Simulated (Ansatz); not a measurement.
Isolated molecules relaxed with PBE0-D4/def2-TZVP in Ansatz; ΔE leaves out vibrations. CCSD(T)/CBS adds triple-zeta CCSD(T) − MP2 to the extrapolated MP2 energy (def2 sets, frozen cores). DFT in def2-TZVPP. B3LYP here is the variant with VWN-RPA as its local correlation; programs differ in this. For Se outer-core shells are correlated without core-valence functions, which leaves a few kJ/mol of doubt a bond. Scalar relativity is left out up to krypton. Each species was taken in one conformer, which may not be the lowest.

Reaction (ligand exchange at the Si–S bond): `CCS[Si](O)(O)O` + H₂Se → `O[Si](O)(O)[SeH]` + `CCS`

| level | ΔE (kJ/mol) | difference from CCSD(T)/CBS |
| --- | --- | --- |
| PBE-D4 | 3.2 | 2.0 |
| r2SCAN-D4 | 3.8 | 2.6 |
| PBE0-D4 | 2.7 | 1.5 |
| B3LYP-D4 | 4.4 | 3.2 |
| ωB97X-V | 3.4 | 2.2 |
| ωB97M-V | 3.3 | 2.1 |
| B2PLYP | -0.2 | -1.4 |
| PBE | -1.5 | -2.7 |
| r2SCAN | 1.9 | 0.7 |
| PBE0 | -1.8 | -3.0 |
| B3LYP | -2.7 | -3.9 |
| HF/def2-TZVPP | -4.2 | -5.4 |
| MP2/def2-TZVPP | 2.2 | 1.0 |
| SCS-MP2/def2-TZVPP | 1.0 | -0.2 |
| CCSD/def2-TZVPP | 1.3 | 0.1 |
| CCSD(T)/def2-TZVPP | 3.2 | 2.0 |
| HF/def2-QZVPP | -4.4 | -5.6 |
| MP2/def2-QZVPP | 1.0 | -0.2 |
| SCS-MP2/def2-QZVPP | 0.2 | -1.0 |
| HF/CBS(def2) | -4.5 | -5.7 |
| MP2/CBS(def2) | 0.2 | -1.0 |
| CCSD/CBS(def2) | -0.6 | -1.8 |
| CCSD(T)/CBS | 1.2 | 0 |

Largest T1 diagnostic among the species: 0.011.

The D4 term adds +7.1 kJ/mol with B3LYP and +4.5 kJ/mol with PBE0; it sums over pairs of atoms, weighted by their polarisabilities, and B3LYP, whose exchange is more repulsive, gets the larger term. In def2-TZVPP, CCSD(T) changes the Hartree–Fock value by +7.4 kJ/mol (the triples alone add +1.8 kJ/mol) and MP2 by +6.4 kJ/mol.
